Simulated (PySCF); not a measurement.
C5H10, SMILES C[C@H]1C[C@@H]1C. Atoms are numbered in the order given.

```xyz
15

C     -1.9481     0.0720    -0.5009
C     -0.6049    -0.4447    -0.0615
C      0.0000     0.0000     1.2405
C      0.6049     0.4447    -0.0615
C      1.9481    -0.0720    -0.5009
H     -2.0822     1.1238    -0.2027
H     -2.7703    -0.5069    -0.0503
H     -2.0619     0.0199    -1.5956
H     -0.4087    -1.4890    -0.3339
H      0.5509    -0.7345     1.8356
H     -0.5509     0.7345     1.8356
H      0.4087     1.4890    -0.3339
H      2.7703     0.5069    -0.0503
H      2.0822    -1.1238    -0.2027
H      2.0619    -0.0199    -1.5956
```

The structure is a stationary point at PBE0-D3(BJ)/def2-SVP.

Method: PBE/def2-TZVP (PySCF).

Gas-phase values at a fixed geometry.

The total energy is -196.31402 hartree and the point group comes out as C2. The highest occupied level comes out as -6.33 eV and the lowest empty level comes out as 0.72 eV. The orbital gap comes out as 7.05 eV. The dipole moment is 0.12 D. The quadrupole, principal values (traceless, Buckingham form, about the centre of nuclear charge) comes out as -0.88, -0.58, 1.45 D·Å, the mean static polarisability is 61.7 bohr³ (9.15 Å³) and the polarisability, principal values is 54.9, 60.1, 70.2 bohr³.
